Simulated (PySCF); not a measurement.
SMILES O[Si](F)(S)S (H₃FOS₂Si), PBE0/def2-SVP optimised geometry.

```
8

O     -0.87    -1.37    -1.27
Si    -0.14    -0.61     0.00
F     -0.50    -1.43     1.35
S     -0.89     1.37     0.00
S      1.98    -0.61     0.00
H     -0.72    -2.32    -1.34
H     -2.06     1.00    -0.56
H      2.06     0.13    -1.13
```

Density from PBE0/def2-TZVP (PySCF) at that geometry.

Minimum of the electron density along straight lines between bonded atoms, close to the bond critical point (lines longer than 1.1 times the sum of covalent radii, or with two minima, are not listed):

| bond | length / Å | ρ at the minimum / e bohr⁻³ | ∇²ρ there / e bohr⁻⁵ | position (fraction from the first atom) |
|---|---|---|---|---|
| O1–Si2 | 1.647 | 0.141 | … | 0.59 |
| Si2–F3 | 1.619 | 0.133 | … | 0.42 |
| Si2–S4 | 2.114 | 0.107 | 0.09 | 0.36 |
| Si2–S5 | 2.123 | 0.105 | 0.09 | 0.36 |
| O1–H6 | 0.964 | … | -2.41 | 0.81 |
| S4–H7 | 1.352 | 0.210 | -0.59 | 0.65 |
| S5–H8 | 1.352 | 0.210 | -0.59 | 0.65 |

Task: Fill in the missing entries.

Result: 
- O1–Si2, ∇²ρ there / e bohr⁻⁵: 0.82
- Si2–F3, ∇²ρ there / e bohr⁻⁵: 0.90
- O1–H6, ρ at the minimum / e bohr⁻³: 0.352
